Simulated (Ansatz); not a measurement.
Reaction (formal exchange of groups at a B–Si bond): `CNB(F)[SiH2]Cl` + `O/C=C\F` → `CNB(F)F` + `O/C=C/[SiH2]Cl`

Program: Ansatz. Geometries: PBE0-D4/def2-TZVP. ΔE: electronic, gas phase. CCSD(T)/CBS adds triple-zeta CCSD(T) − MP2 to the extrapolated MP2 energy (def2 sets, frozen cores). Double bonds are as drawn, so ΔE can hold a change between cis and trans. Functionals use def2-TZVPP. B3LYP here is the variant with VWN-RPA as its local correlation; programs differ in this. Each species was taken in one conformer, which may not be the lowest.

`CNB(F)[SiH2]Cl`:

Z-matrix (Å, degrees):
```
C
N 1 1.447
H 1 1.093 2 111.2
H 1 1.093 2 111.2 3 120.8
H 1 1.089 2 109.3 3 -119.6
B 2 1.385 1 126.8 3 119.7
H 2 1.009 1 115.4 3 -60.3
Si 6 2.024 2 120.3 1 179.9
F 6 1.345 2 119.8 1 -0.0
Cl 8 2.080 6 107.4 2 0.2
H 8 1.486 6 113.6 2 -117.8
H 8 1.486 6 113.6 2 118.2
```

`O/C=C\F`:

```xyz
7

O     1.095    0.910   -0.533
C     0.574   -0.244   -0.070
C    -0.686   -0.429    0.293
F    -1.566    0.593    0.212
H     0.399    1.576   -0.556
H     1.288   -1.054   -0.010
H    -1.104   -1.352    0.664
```

`CNB(F)F`:

```xyz
9

C    -0.305    1.085   -0.266
N    -0.328   -0.358   -0.228
B     0.562   -1.175    0.460
F     1.563   -0.669    1.178
F     0.443   -2.501    0.423
H    -1.224    1.514    0.143
H     0.531    1.446    0.332
H    -0.176    1.459   -1.286
H    -1.065   -0.799   -0.754
```

`O/C=C/[SiH2]Cl`:

Z-matrix (Å, degrees):
```
Si
Cl 1 2.066
C 1 1.828 2 111.6
H 1 1.482 2 105.6 3 -122.5
H 1 1.485 2 107.5 3 119.5
C 3 1.333 1 120.2 2 112.9
H 3 1.087 1 121.7 2 -67.2
O 6 1.347 3 122.8 1 179.4
H 6 1.089 3 121.7 1 -0.5
H 8 0.960 6 110.1 3 179.8
```

| level | ΔE (kJ/mol) | difference from CCSD(T)/CBS |
| --- | --- | --- |
| PBE0-D4 | -238.2 | 11.4 |
| B3LYP-D4 | -241.3 | 8.3 |
| ωB97X-V | -239.4 | 10.2 |
| B3LYP | -242.2 | 7.4 |
| HF/def2-TZVPP | -269.0 | -19.4 |
| MP2/def2-TZVPP | -265.4 | -15.8 |
| SCS-MP2/def2-TZVPP | -259.4 | -9.8 |
| CCSD(T)/def2-TZVPP | -250.2 | -0.6 |
| HF/def2-QZVPP | -269.6 | -20.0 |
| SCS-MP2/def2-QZVPP | -259.8 | -10.2 |
| CCSD(T)/CBS | -249.6 | 0 |

Largest T1 diagnostic among the species: 0.013.

In def2-TZVPP, CCSD(T) changes the Hartree–Fock value by +18.9 kJ/mol (the triples alone add +3.3 kJ/mol) and MP2 by +3.6 kJ/mol. From PBE to PBE0 (25 % exact exchange), in def2-TZVPP and without D4, ΔE moves by −13.2 kJ/mol.
